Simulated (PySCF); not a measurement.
Si(CF3)(F)3 (CF₆Si), SMILES FC(F)(F)[Si](F)(F)F. Coordinates come from a PBE-D3(BJ)/def2-SVP optimisation.

Computed equilibrium geometry at PBE-D3(BJ)/def2-SVP (PySCF confirms it by a frequency run) as a Z-matrix, and its point group:
point group C3v.
```
Si
F 1 1.6103
F 1 1.6103 2 109.22
F 1 1.6103 2 109.22 3 119.40
C 1 1.9200 2 109.72 3 -120.30
F 5 1.3530 1 110.87 2 -60.00
F 5 1.3530 6 108.04 1 121.68
F 5 1.3530 6 108.04 7 116.65
```
Charge 0, spin multiplicity 1.
